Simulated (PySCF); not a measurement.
Structure problem from calculated spectra and properties.

Formula: C3H13PSi2.

- Dipole: 1.53 D [PBE0/def2-SVPD]
- Triplet: lowest triplet excitation (Tamm–Dancoff): 5.08 eV [TDA PBE0/def2-SVPD]
- UV, strongest line: among the 6 lowest singlet transitions: S5 at 6.68 eV (186 nm, f = 0.212) [TDDFT PBE0/def2-SVPD]
- Rotational structure: rotational constants A, B, C: 4.594, 0.677, 0.616 GHz [GFN2-xTB]
- 13C NMR: chemical shifts (computed TMS as zero) by class: 23.5 (2 C), 17.4 (1 C) ppm [GIAO PBE0/pcSseg-1]
- Polarisability: 125.2 au [PBE0/def2-SVPD]

Gas-phase values; electronic properties from PySCF, density fitting. Levels stand in brackets. NMR shifts are as computed; neighbouring signals can stand in another order in a measured spectrum. The structure is a single GFN2-xTB conformer in the gas phase; no vibrational or solvent corrections. NMR classes are plain means over equivalent atoms (diastereotopic ones count apart unless rotation or inversion swaps them), as if these changed places fast.

Question: Give a SMILES that accounts for the data.

Answer: Numbering: `[CH3:1][CH:2]([CH3:3])[SiH2:4][SiH2:5][PH2:6]`. 3 carbons fall into 2 classes; from least to most shielded: methyl carbon [C1/C3] (23.5 ppm, 2 C), sp3 carbon bound to silicon [C2] (17.4 ppm). The optimised geometry has point group C1 and is an asymmetric top. Structure: `CC(C)[SiH2][SiH2]P`. Computed isomers that give other values at the same levels: `C[Si](C)(C)P[SiH3]` (13C chemical shifts (computed TMS as zero) by class: 2.1 (3 C) ppm); `CCC[Si@@H]([SiH3])P` (rotational constant A: 2.253 GHz; this holds for the one conformer computed); `C[SiH](C)[Si@H](C)P` (13C chemical shifts (computed TMS as zero) by class: -3.9 (1 C), -4.7 (1 C), -5.1 (1 C) ppm). The assignments are read from this structure; whether some other isomer fits the data as well wasn't checked.

Shape of the structure used: `[CH3:1][CH:2]([CH3:3])[SiH2:4][SiH2:5][PH2:6]`: C1–C2–Si4–Si5 55°, C2–Si4–Si5–P6 167°, H–P6–Si5–Si4 -45°, H–P6–Si5–Si4 47°.
